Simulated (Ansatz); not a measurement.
The same path of CH3BF2 + H4OSi (13 atoms, charge 0, multiplicity 1) was run twice with different band settings. Lost on the way: B1–C2, O8–H13. Made: B1–O8, C2–H13.

Computed with RHF/def2-SVP in Ansatz.

Relaxed end points:

```xyz
13
Properties=species:S:1:pos:R:3
B 0.010 0.233 0.367
C 0.074 0.550 1.903
H -0.839 0.251 2.419
H 0.934 0.073 2.374
H 0.190 1.630 2.035
F 1.100 0.170 -0.368
F -1.131 0.238 -0.296
O -0.172 -2.246 0.605
Si -0.961 -3.173 -0.537
H -0.377 -4.534 -0.551
H -2.399 -3.284 -0.213
H -0.770 -2.515 -1.838
H -0.042 -2.603 1.470
```

```xyz
13
Properties=species:S:1:pos:R:3
B 0.323 -0.589 -0.779
C -0.097 0.060 2.750
H -0.688 -0.037 3.662
H 0.797 0.649 2.954
H -0.694 0.558 1.985
F 1.502 -0.043 -0.634
F -0.690 0.217 -1.017
O 0.160 -1.905 -0.695
Si -1.047 -3.049 -0.795
H -0.442 -4.348 -0.457
H -2.121 -2.717 0.162
H -1.581 -3.074 -2.171
H 0.195 -0.932 2.405
```

Common settings: movable images 9; climbing image yes; optimiser quadratic models (default); start path through a guess of the saddle point; force threshold 0.03 eV/Å; end points relaxed.

| run | spring | iteration limit |
| --- | --- | --- |
| 1 | 5.0 eV/Å² | 58 |
| 2 | 50.0 eV/Å² | 60 |

(1) What does each run give, and how far can it be trusted?

Answers

(1) Run 1: converged after 31 iterations, highest image 1.983 eV above the first end. Neighbouring images differ by up to 1.9 eV, so the band resolves the path poorly. A vibrational analysis at the climbing image gives one clearly imaginary mode, 1923i cm⁻¹: a first-order saddle point.
Run 2: converged after 31 iterations, highest image 1.982 eV above the first end. Neighbouring images differ by up to 1.8 eV, so the band resolves the path poorly. Another band between the same ends (9 images) ends at a top of the same energy, where a vibrational analysis finds 1 clearly imaginary mode.
The orbitals stay closed-shell, which can raise the energy where a bond breaks towards radicals; this wasn't checked here.
